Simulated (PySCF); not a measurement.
A structure optimised at PBE-D3(BJ)/def2-SVP, used in a PySCF frequency run:

```xyz
10

B      0.1878     0.2131     0.5119
F      0.8846    -0.0809     1.6309
N      0.0553    -0.8028    -0.4716
C     -0.6338    -0.7340    -1.7381
H      0.4986    -1.6998    -0.2670
H     -1.4730    -1.4620    -1.8155
H      0.0399    -0.9071    -2.6076
H     -1.0775     0.2733    -1.8805
O     -0.3313     1.4808     0.4318
H     -0.8227     1.6355    -0.3919
```
Charge 0, spin multiplicity 1.

**Question.** Write its SMILES and formula.

**Answer.** CNB(O)F, CH₅BFNO

**Question.** What are its rotational constants (standard atomic weights)?

**Answer.** 9.0242, 3.6079, 2.6209 GHz
